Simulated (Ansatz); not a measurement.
`O=[C]([SiH3])[GaH2]` + `B[SiH2]N` → `B[SiH2]N[SiH3]` + `O=[CH][GaH2]` at 298.15 K and 1 bar (ligand exchange at the Si–C bond).

Isolated molecules relaxed with PBE0-D4/def2-TZVP in Ansatz; ΔE leaves out vibrations. CCSD(T)/CBS adds triple-zeta CCSD(T) − MP2 to the extrapolated MP2 energy (def2 sets, frozen cores). For Ga outer-core shells are correlated without core-valence functions, which leaves a few kJ/mol of doubt a bond. Scalar relativity is left out up to krypton. Each species was taken in one conformer, which may not be the lowest.

```tsv
species	CCSD(T)/CBS energy (Eh)	H − E (kJ/mol)	S (J/(mol·K))
`O=[C]([SiH3])[GaH2]`	-2329.18469	141.8	362.6
`B[SiH2]N`	-372.16627	181.6	304.5
`B[SiH2]N[SiH3]`	-662.46710	228.4	367.8
`O=[CH][GaH2]`	-2038.90941	95.1	301.2
```

H − E and S are ideal-gas, rigid-rotor, harmonic terms from PBE0-D4/def2-TZVP, for one conformer and one mirror image of each species. 1 Eh = 2625.50 kJ/mol, R = 8.31446 J/(mol·K).

Question: By hand: ΔE, ΔH, ΔS and ΔG.

Answer: ΔE = (-662.46710) + (-2038.90941) − (-2329.18469) − (-372.16627) = -0.02555 Eh = -67.1 kJ/mol. Δ(H − E) = 228.4 + 95.1 − 141.8 − 181.6 = 0.1, so ΔH = -67.0 kJ/mol. ΔS = 367.8 + 301.2 − 362.6 − 304.5 = 1.9 J/(mol·K). ΔG = -67.0 − 298.15 × (1.9)/1000 = -67.6 kJ/mol.

Question: By hand: the equilibrium constant, and the temperature at which ΔG would vanish if ΔH and ΔS stayed fixed.

Answer: log₁₀ K = −ΔG/(RT ln 10) = 11.8. ΔH and −TΔS have one sign here, so there is no such temperature. One of them is within its doubt of zero, so this could turn.

The number of gas molecules stays the same, so ΔS is small and ΔH decides. A doubt of 5 kJ/mol in ΔE shifts log₁₀ K by 0.9 here. Other conformers and mirror images would add mixing entropy, several J/(mol·K) or more a flexible species. Modes under 60 cm⁻¹, often nearly free rotors, make the harmonic entropy too high. These are equilibria of isolated gas molecules and say nothing of rates. Largest T1 diagnostic: 0.018 (customary marks: 0.02 for closed shells, 0.045 for open ones).
